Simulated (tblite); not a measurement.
C4H5ClF4Si.
Atom-mapped SMILES: `[F:1][C:2]([F:3])=[C:4]([F:5])[CH2:6][SiH2:7][C@H:8]([F:9])[Cl:10]` (hydrogens: H11, H12 on C6; H13, H14 on Si7; H15 on C8)

The geometry is computed with GFN2-xTB (gas phase).

Task: List the bond lengths, angles and torsions at this level.

Result: 
```json
{"bond": "F1–C2", "length (Å)": "1.333", "order": "single"}
{"bond": "C2–F3", "length (Å)": "1.326", "order": "single"}
{"bond": "C2=C4", "length (Å)": "1.327", "order": "double"}
{"bond": "C4–F5", "length (Å)": "1.349", "order": "single"}
{"bond": "C4–C6", "length (Å)": "1.480", "order": "single"}
{"bond": "C6–Si7", "length (Å)": "1.921", "order": "single"}
{"bond": "Si7–C8", "length (Å)": "1.932", "order": "single"}
{"bond": "C8–F9", "length (Å)": "1.366", "order": "single"}
{"bond": "C8–Cl10", "length (Å)": "1.783", "order": "single"}
{"bond": "C6–H11", "length (Å)": "1.092", "order": "single"}
{"bond": "C6–H12", "length (Å)": "1.088", "order": "single"}
{"bond": "Si7–H13", "length (Å)": "1.461", "order": "single"}
{"bond": "Si7–H14", "length (Å)": "1.458", "order": "single"}
{"bond": "C8–H15", "length (Å)": "1.093", "order": "single"}
```

Orders are formal, as drawn. A selection of angles:
```json
{"angle": "F1–C2–F3", "degrees": "110.8"}
{"angle": "F1–C2–C4", "degrees": "122.6"}
{"angle": "F3–C2–C4", "degrees": "126.5"}
{"angle": "C2–C4–F5", "degrees": "118.3"}
{"angle": "C2–C4–C6", "degrees": "126.4"}
{"angle": "F5–C4–C6", "degrees": "115.3"}
{"angle": "C4–C6–Si7", "degrees": "110.4"}
{"angle": "C6–Si7–C8", "degrees": "105.7"}
{"angle": "Si7–C8–F9", "degrees": "110.5"}
{"angle": "Si7–C8–Cl10", "degrees": "107.8"}
{"angle": "F9–C8–Cl10", "degrees": "108.3"}
```

Dihedral angles: F1–C2–C4–F5 179° (antiperiplanar); C2–C4–C6–Si7 111° (anticlinal); C4–C6–Si7–C8 180° (antiperiplanar); C6–Si7–C8–F9 -60° (synclinal).

The C–F distances run from 1.326 Å (C2–F3, drawn single) to 1.366 Å (C8–F9, drawn single), a spread of 0.040 Å. The C–C distances run from 1.327 Å (C2=C4, drawn double) to 1.480 Å (C4–C6, drawn single), a spread of 0.153 Å. Si7 (SiH2 silicon) is distorted tetrahedral (angles from 105.7° to 114.6°). Of the pairs four or more bonds apart, F1···H12 is among the closest relative to their van der Waals radii: 2.52 Å, 94 % of the sum of Bondi's values.

Point group: C1 (no symmetry element, even within 0.4 Å). Its GFN2-xTB frequencies are all real (lowest 23 cm⁻¹). The numbers are those of one conformer. 3 starts were optimised and ended at 0.00, 0.35 and 1.40 kcal/mol (GFN2-xTB); the lowest of these is shown.
